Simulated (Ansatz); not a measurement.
Ansatz (a program for electronic structure) job for B(H)(SMe)2 (C2H7BS2), SMILES CSBSC, B3LYP-D3(BJ)/def2-SVP. 

Ansatz 0.2 input:
```yaml
crystal:
  periodic: [false, false, false]
  atoms:
    - {symbol: B, position_ang: [-0.24888082, -0.09383140, 0.14867068]}
    - {symbol: H, position_ang: [-1.21378813, -0.56298495, 0.61220244]}
    - {symbol: S, position_ang: [-0.38975472, 1.18340369, -1.07991423]}
    - {symbol: C, position_ang: [-2.20424385, 1.31459973, -1.27698175]}
    - {symbol: H, position_ang: [-2.61566825, 0.33887373, -1.51214496]}
    - {symbol: H, position_ang: [-2.38020916, 2.00131064, -2.09749857]}
    - {symbol: H, position_ang: [-2.64270487, 1.70364266, -0.36406252]}
    - {symbol: S, position_ang: [1.35089240, -0.68249837, 0.65381007]}
    - {symbol: C, position_ang: [0.90643784, -2.01616286, 1.82555281]}
    - {symbol: H, position_ang: [0.46391378, -1.58402378, 2.71755561]}
    - {symbol: H, position_ang: [1.82775229, -2.53050486, 2.07753229]}
    - {symbol: H, position_ang: [0.21374183, -2.70226301, 1.34930243]}
basis:
  gaussian:
    orbitals: def2-SVP
hamiltonian:
  xc: b3lyp
  dispersion: d3bj
relax: {f_tol: 0.002, max_steps: 200}
```

Log of the run:

```
WARN ansatz: RAYON_NUM_THREADS=1 ignored (pool sized by the plan → 1); use --threads N
Functional definition: B3LYP
integrals: 0.07 GiB planned
1222 factors; integrals over basis functions are off by at most 2.7e-4 eV
mean field: 0.50 GiB planned
mean field evaluation 1: about -24522.0273 eV, gradient 5.2e1 eV
mean field evaluation 2: about -24518.3050 eV, gradient 6.2e1 eV
mean field evaluation 4: about -24528.7690 eV, gradient 1.4e0 eV
mean field evaluation 8: about -24528.8067 eV, gradient 4.1e-2 eV
mean field -24528.80669635 eV, -901.4170198685 hartree, gradient 2.6e-5 eV, S^2 0.000000; 0 other end points of the search recorded, 0 dependent functions left out
the calculation of the forces begins
reference -24528.80696928 eV, -901.4170298983 hartree; 28, 28 occupied and 85, 85 virtual orbitals, 1222 factors
relax step   1: F+E_penalty+E_count = -24529.30705088 eV  Δ(F+E_penalty+E_count) = +0.000e0 eV  max|allowed force component| = 7.686e-1 eV/Å  Δτ_max = 0.0000 Å  (25 SCF iters, accepted)
these checks for a lower state are left out or cut short: starts, cluster_reference, orbital_swaps, neighbouring_geometries, increment
integrals: 0.07 GiB planned
1222 factors; integrals over basis functions are off by at most 2.8e-4 eV
mean field: 0.50 GiB planned
mean field evaluation 16: about -24528.7563 eV, gradient 4.4e0 eV
mean field -24528.85101173 eV, -901.4186484289 hartree, gradient 6.7e-6 eV, S^2 0.000000; 0 other end points of the search recorded, 0 dependent functions left out
the calculation of the forces begins
reference -24528.85128591 eV, -901.4186585047 hartree; 28, 28 occupied and 85, 85 virtual orbitals, 1222 factors
relax step   2: F+E_penalty+E_count = -24529.34787353 eV  Δ(F+E_penalty+E_count) = -4.082e-2 eV  max|allowed force component| = 2.160e-1 eV/Å  Δτ_max = 0.1202 Å  (30 SCF iters, accepted)
these checks for a lower state are left out or cut short: starts, cluster_reference, orbital_swaps, neighbouring_geometries, increment
integrals: 0.07 GiB planned
1222 factors; integrals over basis functions are off by at most 2.9e-4 eV
mean field: 0.50 GiB planned
mean field -24528.84552433 eV, -901.4184467705 hartree, gradient 6.5e-6 eV, S^2 0.000000; 0 other end points of the search recorded, 0 dependent functions left out
the calculation of the forces begins
reference -24528.84579952 eV, -901.4184568834 hartree; 28, 28 occupied and 85, 85 virtual orbitals, 1222 factors
relax step   3: F+E_penalty+E_count = -24529.33991489 eV  Δ(F+E_penalty+E_count) = +7.959e-3 eV  max|allowed force component| = 3.519e-1 eV/Å  Δτ_max = 0.0854 Å  (30 SCF iters, rejected (line search))
these checks for a lower state are left out or cut short: starts, cluster_reference, orbital_swaps, neighbouring_geometries, increment
integrals: 0.07 GiB planned
1222 factors; integrals over basis functions are off by at most 2.8e-4 eV
mean field: 0.50 GiB planned
mean field evaluation 32: about -24528.8605 eV, gradient 1.3e-1 eV
mean field -24528.86057555 eV, -901.4189998925 hartree, gradient 6.6e-6 eV, S^2 0.000000; 0 other end points of the search recorded, 0 dependent functions left out
the calculation of the forces begins
reference -24528.86085008 eV, -901.4190099814 hartree; 28, 28 occupied and 85, 85 virtual orbitals, 1222 factors
relax step   4: F+E_penalty+E_count = -24529.35673901 eV  Δ(F+E_penalty+E_count) = -8.865e-3 eV  max|allowed force component| = 4.015e-2 eV/Å  Δτ_max = 0.0411 Å  (30 SCF iters, accepted)
these checks for a lower state are left out or cut short: starts, cluster_reference, orbital_swaps, neighbouring_geometries, increment
integrals: 0.07 GiB planned
1222 factors; integrals over basis functions are off by at most 2.8e-4 eV
mean field: 0.50 GiB planned
mean field -24528.86174689 eV, -901.4190429387 hartree, gradient 6.9e-6 eV, S^2 0.000000; 0 other end points of the search recorded, 0 dependent functions left out
the calculation of the forces begins
reference -24528.86202190 eV, -901.4190530449 hartree; 28, 28 occupied and 85, 85 virtual orbitals, 1222 factors
relax step   5: F+E_penalty+E_count = -24529.35724636 eV  Δ(F+E_penalty+E_count) = -5.074e-4 eV  max|allowed force component| = 1.782e-2 eV/Å  Δτ_max = 0.0223 Å  (30 SCF iters, accepted)
these checks for a lower state are left out or cut short: starts, cluster_reference, orbital_swaps, neighbouring_geometries, increment
integrals: 0.07 GiB planned
1222 factors; integrals over basis functions are off by at most 2.8e-4 eV
mean field: 0.50 GiB planned
mean field -24528.86178319 eV, -901.4190442724 hartree, gradient 7.0e-6 eV, S^2 0.000000; 0 other end points of the search recorded, 0 dependent functions left out
the calculation of the forces begins
reference -24528.86205828 eV, -901.4190543821 hartree; 28, 28 occupied and 85, 85 virtual orbitals, 1222 factors
relax step   6: F+E_penalty+E_count = -24529.35743088 eV  Δ(F+E_penalty+E_count) = -1.845e-4 eV  max|allowed force component| = 3.895e-3 eV/Å  Δτ_max = 0.0159 Å  (31 SCF iters, accepted)
these checks for a lower state are left out or cut short: starts, cluster_reference, orbital_swaps, neighbouring_geometries, increment
integrals: 0.07 GiB planned
1222 factors; integrals over basis functions are off by at most 2.7e-4 eV
mean field: 0.50 GiB planned
mean field -24528.86185792 eV, -901.4190470188 hartree, gradient 6.8e-6 eV, S^2 0.000000; 0 other end points of the search recorded, 0 dependent functions left out
the calculation of the forces begins
reference -24528.86213320 eV, -901.4190571352 hartree; 28, 28 occupied and 85, 85 virtual orbitals, 1222 factors
relax step   7: F+E_penalty+E_count = -24529.35756527 eV  Δ(F+E_penalty+E_count) = -1.344e-4 eV  max|allowed force component| = 1.696e-2 eV/Å  Δτ_max = 0.0307 Å  (30 SCF iters, accepted)
these checks for a lower state are left out or cut short: starts, cluster_reference, orbital_swaps, neighbouring_geometries, increment
integrals: 0.07 GiB planned
1222 factors; integrals over basis functions are off by at most 2.7e-4 eV
mean field: 0.50 GiB planned
mean field -24528.86186513 eV, -901.4190472839 hartree, gradient 6.9e-5 eV, S^2 0.000000; 0 other end points of the search recorded, 0 dependent functions left out
the calculation of the forces begins
reference -24528.86214042 eV, -901.4190574004 hartree; 28, 28 occupied and 85, 85 virtual orbitals, 1222 factors
relax step   8: F+E_penalty+E_count = -24529.35759904 eV  Δ(F+E_penalty+E_count) = -3.377e-5 eV  max|allowed force component| = 1.309e-2 eV/Å  Δτ_max = 0.0027 Å  (20 SCF iters, accepted)
these checks for a lower state are left out or cut short: starts, cluster_reference, orbital_swaps, neighbouring_geometries, increment
integrals: 0.07 GiB planned
1222 factors; integrals over basis functions are off by at most 2.7e-4 eV
mean field: 0.50 GiB planned
mean field evaluation 64: about -24528.8619 eV, gradient 1.2e-4 eV
mean field -24528.86186436 eV, -901.4190472554 hartree, gradient 8.6e-6 eV, S^2 0.000000; 0 other end points of the search recorded, 0 dependent functions left out
the calculation of the forces begins
reference -24528.86213962 eV, -901.4190573712 hartree; 28, 28 occupied and 85, 85 virtual orbitals, 1222 factors
relax step   9: F+E_penalty+E_count = -24529.35762847 eV  Δ(F+E_penalty+E_count) = -2.943e-5 eV  max|allowed force component| = 2.473e-3 eV/Å  Δτ_max = 0.0041 Å  (23 SCF iters, accepted)
these checks for a lower state are left out or cut short: starts, cluster_reference, orbital_swaps, neighbouring_geometries, increment
integrals: 0.07 GiB planned
1222 factors; integrals over basis functions are off by at most 2.7e-4 eV
mean field: 0.50 GiB planned
mean field -24528.86186585 eV, -901.4190473103 hartree, gradient 1.6e-5 eV, S^2 0.000000; 0 other end points of the search recorded, 0 dependent functions left out
the calculation of the forces begins
reference -24528.86214113 eV, -901.4190574265 hartree; 28, 28 occupied and 85, 85 virtual orbitals, 1222 factors
relax step  10: F+E_penalty+E_count = -24529.35763817 eV  Δ(F+E_penalty+E_count) = -9.702e-6 eV  max|allowed force component| = 1.428e-3 eV/Å  Δτ_max = 0.0096 Å  (23 SCF iters, accepted)
these checks for a lower state are left out or cut short: starts, cluster_reference, orbital_swaps, neighbouring_geometries, increment
integrals: 0.07 GiB planned
1222 factors; integrals over basis functions are off by at most 2.7e-4 eV
mean field: 0.50 GiB planned
mean field -24528.86182176 eV, -901.4190456900 hartree, gradient 1.4e-5 eV, S^2 0.000000; 0 other end points of the search recorded, 0 dependent functions left out
the calculation of the forces begins
reference -24528.86209705 eV, -901.4190558067 hartree; 28, 28 occupied and 85, 85 virtual orbitals, 1222 factors
relax step  11: F+E_penalty+E_count = -24529.35759687 eV  Δ(F+E_penalty+E_count) = +4.130e-5 eV  max|allowed force component| = 1.759e-2 eV/Å  Δτ_max = 0.0057 Å  (23 SCF iters, rejected (line search))
these checks for a lower state are left out or cut short: starts, cluster_reference, orbital_swaps, neighbouring_geometries, increment
integrals: 0.07 GiB planned
1222 factors; integrals over basis functions are off by at most 2.7e-4 eV
mean field: 0.50 GiB planned
mean field -24528.86187225 eV, -901.4190475455 hartree, gradient 7.7e-6 eV, S^2 0.000000; 0 other end points of the search recorded, 0 dependent functions left out
the calculation of the forces begins
reference -24528.86214753 eV, -901.4190576619 hartree; 28, 28 occupied and 85, 85 virtual orbitals, 1222 factors
relax step  12: F+E_penalty+E_count = -24529.35763926 eV  Δ(F+E_penalty+E_count) = -1.088e-6 eV  max|allowed force component| = 8.296e-4 eV/Å  Δτ_max = 0.0027 Å  (23 SCF iters, accepted)
integrals: 0.07 GiB planned
1222 factors; integrals over basis functions are off by at most 2.7e-4 eV
mean field: 0.50 GiB planned
mean field evaluation 96: about -24528.8619 eV, gradient 8.5e-3 eV
mean field -24528.86187225 eV, -901.4190475455 hartree, gradient 7.7e-6 eV, S^2 0.000000; 1 other end points of the search recorded, 0 dependent functions left out
the calculation of the forces begins
reference -24528.86214753 eV, -901.4190576619 hartree; 28, 28 occupied and 85, 85 virtual orbitals, 1222 factors
Total energy: -24529.35791454 eV, -901.4372767635 hartree
Atom 0 at    -0.265549    -0.157429     0.097300 Å, force     0.000085     0.000099    -0.000073 eV/Å
Atom 1 at    -1.259293    -0.618732     0.598447 Å, force    -0.000321    -0.000249     0.000052 eV/Å
Atom 2 at    -0.393872     1.125385    -1.148323 Å, force     0.000520    -0.000047    -0.000115 eV/Å
Atom 3 at    -2.208749     1.354941    -1.282651 Å, force    -0.000825    -0.000067     0.000381 eV/Å
Atom 4 at    -2.694460     0.427287    -1.613120 Å, force     0.000213     0.000127     0.000011 eV/Å
Atom 5 at    -2.379556     2.138695    -2.032749 Å, force     0.000273    -0.000123    -0.000017 eV/Å
Atom 6 at    -2.632011     1.676592    -0.321913 Å, force     0.000000     0.000160    -0.000137 eV/Å
Atom 7 at     1.353223    -0.748329     0.591327 Å, force     0.000225     0.000166    -0.000439 eV/Å
Atom 8 at     0.935690    -2.014764     1.850823 Å, force    -0.000469    -0.000370     0.000830 eV/Å
Atom 9 at     0.400050    -1.561259     2.695270 Å, force     0.000144    -0.000188    -0.000183 eV/Å
Atom 10 at     1.883922    -2.436808     2.209769 Å, force    -0.000173     0.000279    -0.000274 eV/Å
Atom 11 at     0.328093    -2.816020     1.409844 Å, force     0.000327     0.000212    -0.000036 eV/Å
Dipole moment:    -0.361873    -0.168070     0.182399 e Å
```

The calculation finished and met its thresholds.
